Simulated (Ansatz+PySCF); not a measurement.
Values are calculated unless marked as measured or tabulated.
## PySCF 2.14.0 run

```python
from pyscf import gto, scf, cc

mol = gto.M(atom="""
Ca 0.000000 0.000000 0.000000
O 0.000000 0.000000 2.700000
""", basis='sto-3g', charge=0, spin=0)
mf = scf.RHF(mol)
mf.kernel()
mycc = cc.CCSD(mf, frozen=10).run()
et = mycc.ccsd_t()
print(mf.e_tot, mycc.e_corr, et, mycc.e_tot + et)
```

The script is written out from the run's settings.

Results

```yaml
Converged: yes
Reference_energy: -743.65551 hartree
CCSD_correlation_energy: -0.09313 hartree
Triples_correction: -0.00164 hartree
Total_energy: -743.75027 hartree
Spin_squared_of_the_determinant: 0.000
```

Caution: bonds are stretched, where a single reference can fail; an unrestricted determinant lies well below.
